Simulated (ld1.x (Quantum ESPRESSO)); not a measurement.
# Transferability test, TM potential for S

sulfur (S), norm-conserving Troullier–Martins (Kleinman–Bylander form), made with ld1.x (Quantum ESPRESSO) 7.5 (PBE, scalar-relativistic). Core [Ne], reference 3s2 3p4. Waves: 3p (bound): rc 1.25 bohr; 3d channel at -0.1 Ry: rc 1.45 bohr; 3s (bound): rc 1.45 bohr. Local part: the s channel. Core correction: none.

Energies are relative to the spin-unpolarised reference configuration 3s2 3p4; without spin polarisation the order of configurations can differ from experiment.

(1) Give the all-electron excitation energy and the error of the potential for: 3s2 3p3; 3s2 3p2; 3s2 3p1; 3s2 3p4.3; 3s1 3p5; 3s2 3p0; 3s0 3p6.

Levels in the configuration 3s2 3p1:

```
level  all-electron (eV)  pseudo (eV)
   3s            -52.242      -52.168
   3p            -40.274      -40.212
```

## Answers

(1)

```json
{"valence configuration": "3s2 3p3", "charge": "+1", "ΔE all-electron (eV)": "11.769", "error AE − PS (meV)": "+2.1"}
{"valence configuration": "3s2 3p2", "charge": "+2", "ΔE all-electron (eV)": "34.053", "error AE − PS (meV)": "+16"}
{"valence configuration": "3s2 3p1", "charge": "+3", "ΔE all-electron (eV)": "68.094", "error AE − PS (meV)": "+55"}
{"valence configuration": "3s2 3p4.3", "charge": "-0.3", "ΔE all-electron (eV)": "-1.709", "error AE − PS (meV)": "+0.2"}
{"valence configuration": "3s1 3p5", "charge": "0", "ΔE all-electron (eV)": "10.311", "error AE − PS (meV)": "+1.2"}
{"valence configuration": "3s2 3p0", "charge": "+4", "ΔE all-electron (eV)": "114.891", "error AE − PS (meV)": "+149"}
{"valence configuration": "3s0 3p6", "charge": "0", "ΔE all-electron (eV)": "20.740", "error AE − PS (meV)": "+5.2"}
```
